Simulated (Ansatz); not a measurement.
A search over several starts for the lowest SCF solution of Nb3O5 at the given spin, in a small basis.

```yaml
crystal:
  periodic: [false, false, false]
  atoms:
    - {symbol: Nb, position_ang: [-0.094540, -0.497445, 1.496285]}
    - {symbol: Nb, position_ang: [-1.549984, 0.545528, -0.790150]}
    - {symbol: Nb, position_ang: [0.973129, -1.036148, -1.302458]}
    - {symbol: O, position_ang: [-1.422024, 2.205148, -1.072685]}
    - {symbol: O, position_ang: [2.278327, -0.198200, -1.971011]}
    - {symbol: O, position_ang: [1.024740, -1.701562, 0.518436]}
    - {symbol: O, position_ang: [-1.903103, -0.182026, 0.991926]}
    - {symbol: O, position_ang: [0.693466, 0.864715, 2.129668]}
basis:
  gaussian: {orbitals: def2-SVP, initial_orbitals: start.molden}
magnetization: {spin_polarized: true, initial_magnetization: 3}
hamiltonian: {xc: pbe, dispersion: d4}
output: {orbitals: {seedname: orbitals}}
```

The file start.molden holds the orbitals of an earlier run on this structure, at another level or in another basis.

```sh
$ ansatz run in.yaml --threads 2 --pin off --events-out ev --progress --plain --max-ram 32768MiB --backend cpu
```

Output, abridged:

```
Functional definition: PBE
1546 factors; their error is unknown
mean field evaluation 1: about -14877.7379 eV, gradient 6.4e0 eV
mean field evaluation 2: about -14878.0875 eV, gradient 4.6e-1 eV
mean field evaluation 4: about -14878.1254 eV, gradient 1.5e-2 eV
mean field evaluation 8: about -14878.0836 eV, gradient 2.1e-5 eV
mean field evaluation 16: about -14878.0836 eV, gradient 7.6e-6 eV
mean field evaluation 32: about -14875.6121 eV, gradient 1.2e1 eV
mean field evaluation 64: about -14875.9640 eV, gradient 3.2e0 eV
mean field evaluation 96: about -14877.3942 eV, gradient 2.6e0 eV
mean field -14878.08358296 eV, -546.7594869467 hartree, gradient 7.6e-6 eV, S^2 3.772579; 11 other end points of the search recorded, 0 dependent functions left out
reference -14878.08364819 eV, -546.7594893436 hartree; 41, 38 occupied and 122, 125 virtual orbitals, 1546 factors
Total energy: -14878.40821543 eV, -546.7714169697 hartree
```

It took 36 s on 2 threads of AMD EPYC 7R13 on a shared host.

In the def2 sets Nb takes a core potential; there is no spin–orbit coupling. At PBE0-D4/def2-TZVP a doublet of charge 0 lies 0.61 eV below the quartet, each at its own geometry. The structure comes from a short search, and lower isomers may exist.
